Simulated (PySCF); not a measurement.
Species: C₃H₈OSSi.
Numbering: `[SH:1][C@@H:2]1[CH2:3][O:4][SiH2:5][CH2:6]1`

Structure used (PBE0-D3(BJ)/def2-SVP), in Å, numbered top down from 1:
```
atom  x, y, z in Å
S1     2.0019    0.3481   -1.0943
C2     0.7475   -0.7171   -0.2873
C3    -0.5756   -0.7010   -1.0620
O4    -1.2535    0.5006   -0.7616
Si5   -0.9167    1.0382    0.8032
C6     0.4230   -0.2552    1.1435
H7     1.1605    1.3768   -1.3430
H8     1.1956   -1.7230   -0.3081
H9    -0.4077   -0.7643   -2.1478
H10   -1.1873   -1.5741   -0.7586
H11   -2.1029    0.9242    1.7017
H12   -0.4702    2.4603    0.7653
H13    1.3147    0.0965    1.6794
H14   -0.0192   -1.0867    1.7204
```

Probes without a nucleus sit at each ring's centroid and 1 Å off its mean plane on both sides; NICS is minus the shielding there, NICSzz its component along the normal. Level: GIAO CAM-B3LYP/pcSseg-2 (PySCF, non-relativistic, gas phase) on the PBE0-D3(BJ)/def2-SVP geometry, one conformer.

Ring bond lengths (Å): C2–C3 1.533, C3–O4 1.412, O4–Si5 1.689, Si5–C6 1.893, C6–C2 1.538.

Problem. What do the NICS probes read (ppm)?

Solution. 
| ring | type | NICS(0) | NICS(1), two faces | NICS(1)zz, two faces | rms pucker (Å) | centre to ring atoms, mean (Å) |
| --- | --- | --- | --- | --- | --- | --- |
| C2–C3–O4–Si5–C6 | 5-membered ring with O and Si; formal bonds all single | -5.9 | -2.7 / -4.7 | -4.9 / -8.5 | 0.18 | 1.35 |

Problem. What can be read from them?

Solution. 
- C2–C3–O4–Si5–C6: mean NICS(1)zz -6.7 ppm, shielded. C2, C3, Si5, C6 have four or more neighbours, and the NICS criterion for π rings isn't applied. The two faces differ by 3.6 ppm, so no symmetry operation interchanges them.

Problem. At the first NICS(1) probe listed for ring C2–C3–O4–Si5–C6, 1 Å off the ring, what do the in-plane components average?

Solution. The isotropic value is a third of the trace: (3 × -2.7 − (-4.9))/2 = -1.6 ppm.

Problem. Give the inner angles of the rings.

Solution. 
- C2–C3–O4–Si5–C6: C2 106.5°, C3 108.4°, O4 111.9°, Si5 95.2°, C6 100.8°; sum 522.8° against 540° for a flat convex ring.

Problem. How do the values depend on the level or the medium?

Solution. 
```tsv
level	NICS(0), C2–C3–O4–Si5–C6	mean NICS(1)zz, C2–C3–O4–Si5–C6
CAM-B3LYP/pcSseg-2, gas	-5.9	-6.7
PBE0/pcSseg-1, gas	-6.5	-7.5
PBE0/pcSseg-1, IEF-PCM chloroform	-6.5	-7.4
PBE0/pcSseg-1, IEF-PCM water	-6.5	-7.4
```

The geometry is the same throughout; the continuum's cavity takes Bondi-type radii × 1.2.
